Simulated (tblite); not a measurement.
Species: C4H6NOS (doublet state).
Cartesian coordinates in Å at the GFN2-xTB level; atoms count from 1:
```
atom  x, y, z in Å
C1    -1.4619    0.9112   -0.2414
S2    -1.2772   -0.7898    0.4465
O3    -1.5959   -1.7034   -0.6422
C4     0.6969   -0.8249    0.6157
C5     1.3376   -0.5520   -0.6329
C6     1.6908    0.7208   -1.0090
N7     1.9985    1.7980   -1.3052
H8    -2.1200    1.4603    0.4242
H9    -0.5079    1.4208   -0.3175
H10   -1.9143    0.8190   -1.2228
H11    0.8596   -0.0812    1.3906
H12    0.8434   -1.8386    0.9780
H13    1.4462   -1.3396   -1.3630
```

Calculated harmonic vibrations of the isolated species, GFN2-xTB (tblite), most abundant isotopes, no scaling. The method is semi-empirical: single wavenumbers can be off by several per cent or more. One conformer, not necessarily the lowest. Open shells enter through the occupations alone, without spin polarisation, and single modes of such species can be off by tens of per cent. The optimisation stopped once no atom felt more than 0.01 eV/Å.

Lowest wavenumbers of the output (negative numbers stand for imaginary wavenumbers):
```
mode    cm-1
  1    -124.6
  2      55.2
  3     106.7
  4     174.7
  5     205.0
  6     256.9
  7     331.1
  8     379.7
  9     412.9
 10     426.0
 11     552.5
 12     655.4
 13     677.0
 14     841.5
 15     880.7
```

Is this structure a minimum?

No. 1 mode is imaginary beyond 20i (125i cm⁻¹), so at this level the point lies at or near a first-order saddle.

Which atoms move in the imaginary mode?

125i: H10 (hydrogen on carbon) 36 %, H8 (hydrogen on carbon) 29 %, H9 (hydrogen on carbon) 27 %. These are shares of the mass-weighted motion.

What is the remedy?

Step along that mode in both directions, optimise again with tighter thresholds and repeat the frequencies. The zero-point energy of this point (57.1 kcal/mol) counts the 32 real modes alone, and thermal corrections from it aren't those of a minimum.
